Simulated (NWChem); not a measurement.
Species: BCl2 cation

```xyz
3

Cl    -1.6173    -0.0229     0.0201
B      0.0000     0.0000     0.0000
Cl     1.6173     0.0229    -0.0201
```
Atoms are numbered in this order, from 1.

Computed with NWChem. Pople sets run with spherical d functions. STO-3G and 3-21G are far too small for this property and stand as cheap habits. Structure relaxed at the PBE0/def2-SVP level. GIAO values for the isolated, static molecule; σ is the absolute isotropic shielding, δ = σ(reference) − σ with the isolated reference molecule computed at the same levels (11B: boron trifluoride).

For level B3LYP/6-31G*:

```yaml
"σ Cl1 (ppm)": 781.6
"δ B2 (ppm)": 30.6
```

Estimate the same quantities for level Hartree-Fock/STO-3G.


| Quantity | Value |
|---|---|
| σ Cl1 (ppm) | 1000.5 |
| δ B2 (ppm) | 36.6 |
